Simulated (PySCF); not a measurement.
NbF4 (doublet state).
Z-matrix (Å and degrees, PBE0-D3(BJ)/def2-SVP geometry), rows numbered from 1:
```
Nb
F   1  1.8564
F   1  1.8565  2   99.58
F   1  1.8558  2  132.01  3  -111.41
F   1  1.8567  2   99.93  3   136.31
```

Method used: PySCF 2.14.0, PBE0-D3(BJ)/def2-SVP geometry optimisation, gas phase, def2 core potentials past Kr.

Take the most abundant isotopes and a rigid rotor. 

Task: Give the principal moments of inertia and the rotational constants in MHz.

Result: Ia = 152.28, Ib = 152.61, Ic = 218.86 u·Å²; 505379 MHz·u·Å²/I gives A = 3319, B = 3311, C = 2309 MHz.

Task: What kind of rotor is it?

Result: An oblate symmetric top, as the point group D2d requires two equal moments; the computed ones differ by 0.22 % because the geometry is symmetric only within the optimiser's tolerance: κ = (2 × 3311 − 3319 − 2309)/(3319 − 2309) ≈ 0.99.

Task: Is it planar, by Δ = Ic − Ia − Ib?

Result: Not planar: Δ = Ic − Ia − Ib = -86.03 u·Å². For a rigid frame Δ = −2 Σ m c², so Σ m c² = 43.01 u·Å² lies off the ab plane. The atom farthest from that plane is 0.76 Å away.

Task: Give the other two planar moments, Paa and Pbb, and the rms extents of the mass along the axes.

Result: Paa = Σ m a² = (Ib + Ic − Ia)/2 = 109.60 and Pbb = Σ m b² = (Ia + Ic − Ib)/2 = 109.26 u·Å². With the mass M = 168.90 u, the rms extents √(P/M) along a, b and c are 0.81, 0.80, 0.50 Å.

The point group D2d allows no dipole (computed: 0.05 D), so a rigid rotor has no electric-dipole lines.

Task: Estimate the classical rotational partition function at 10 K, 25 K and 50 K.

Result: Point group D2d, symmetry number σ = 4; q = (√π/σ)·√((kT/h)³/(ABC)), k/h = 20836.6 MHz/K: 265 at 10 K, 1050 at 25 K, 2960 at 50 K.

For this open shell read J as N, the rotation without spin; fine and hyperfine splittings come on top. No frequency check. ⟨S²⟩ = 0.752 (exact for a doublet: 0.75). Zero-point vibration and centrifugal distortion are left out.

Caution for open-shell metal species: one SCF solution and one stationary point were followed, and a lower state or a bent or distorted shape isn't ruled out.
